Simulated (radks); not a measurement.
The numbers below are computed, except where a source is named.
Question: The mean radii <r> (bohr) of the occupied orbitals of an atom or ion are listed with their occupations. Code: a radial shooting solver on a logarithmic mesh with Libxc functionals. Model: scalar-relativistic Kohn-Sham, PBE, spin-polarised, spherical densities, finite nucleus; Fermi nuclear charge, rms radius of each element as measured or else 0.836 A^(1/3) + 0.57 fm.

| orbital | occ. | <r> |
|---|---|---|
| 1s up | 1 | 0.02274 |
| 1s down | 1 | 0.02274 |
| 2s up | 1 | 0.09701 |
| 2s down | 1 | 0.09701 |
| 2p up | 3 | 0.08547 |
| 2p down | 3 | 0.08547 |
| 3s up | 1 | 0.2550 |
| 3s down | 1 | 0.2548 |
| 3p up | 3 | 0.2534 |
| 3p down | 3 | 0.2532 |
| 3d up | 5 | 0.2311 |
| 3d down | 5 | 0.2308 |
| 4s up | 1 | 0.5794 |
| 4s down | 1 | 0.5792 |
| 4p up | 3 | 0.6135 |
| 4p down | 3 | 0.6133 |
| 4d up | 5 | 0.6710 |
| 4d down | 5 | 0.6714 |
| 5s up | 1 | 1.403 |
| 5s down | 1 | 1.426 |
| 5p up | 3 | 1.649 |
| 5p down | 3 | 1.688 |
| 6s up | 1 | 4.274 |
| 4f up | 6 | 0.9933 |
| 6s down | 1 | 4.419 |

Name the element and its charge. Open shells, if any, are filled with parallel spins first.

Answer: Z = 62, samarium, charge 0: Sm in [Xe] 4f6 6s2. The 1s radius gives Z: for a bare nucleus <r> = (2 gamma + 1)/(2Z) with gamma = sqrt(1 - (Z/c)^2), 0.02245 bohr for Z = 62, and screening makes it slightly larger (0.02274 here). The occupations add up to 62, and the charge is Z minus that.
